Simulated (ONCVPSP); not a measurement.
**Before and after: ONCV potential for arsenic (As)**

arsenic, optimised norm-conserving Vanderbilt (ONCV), made with ONCVPSP 4.0.1 (LDA (Perdew-Wang 92), scalar-relativistic). Core [Ne], reference 3s2 3p6 3d10 4s2 4p3. Waves: 3s+4s: rc 1.10 bohr, ncon 4, nbas 7, qcut 14.4 1/bohr, 2 projectors; 3p+4p: rc 0.90 bohr, ncon 4, nbas 8, qcut 17.9 1/bohr, 2 projectors; 3d: rc 0.95 bohr, ncon 5, nbas 10, qcut 19.8 1/bohr, 3 projectors, debl 3.5 Ha. Local part: polynomial inside 0.70 bohr (lpopt 5, dvloc0 2 Ha). Core correction: polynomial model core, fcfact 0.5.

Change: all radii but the core radius scaled by about 1.22 (s 1.34, p 1.10, d 1.16 bohr); local potential polynomial inside 0.84 bohr (lpopt 5, dvloc0 2 Ha).

Cutoffs: the cutoffs (Ha) at which the residual kinetic energy of the hardest occupied pseudo-wave falls to 1 and 0.1 mHa per electron; they do not see the model core or the augmentation charge, which bear on the density cutoff. Errors are all-electron minus pseudo energies relative to the spin-unpolarised reference configuration.

**Question.** What does the change do?

**Answer.** The potential gets softer (143 Ha and 160 Ha → 113 Ha and 130 Ha); of the 4 tests that both files solve, the error grows in 4 and shrinks in 0 by more than 15 % and 0.3 meV (median size 1.4 → 4.9 meV); neither file shows a bound ghost. A larger radius leaves more room for a smooth pseudo-wave, so fewer plane waves are needed. More of the atom is replaced by a form fitted at one configuration, so other configurations suffer.

```csv
quantity,base,changed
"cutoff, loose",143 Ha,113 Ha
"cutoff, tight",160 Ha,130 Ha
loose cutoff by channel,"s 61 Ha, p 68 Ha, d 143 Ha","s 40 Ha, p 59 Ha, d 113 Ha"
bound ghosts,none,none
GHOST(+) flags under 300 eV,none,none
"error for 3s2 3p6 3d10 4s2 4p2, meV [ΔE 9.32 eV]",-0.1,-1.2
"error for 3s2 3p6 3d10 4s2 4p1, meV [ΔE 27.48 eV]",-0.8,-3.4
"error for 3s2 3p6 3d10 4s2 4p0, meV [ΔE 55.51 eV]",-1.9,-6.5
"error for 3s2 3p6 3d10 4s1 4p0, meV [ΔE 106.62 eV]",-6.4,-15
"rms error of d²Exc/dni dnj with the model core, mHa",1.34,1.39
```
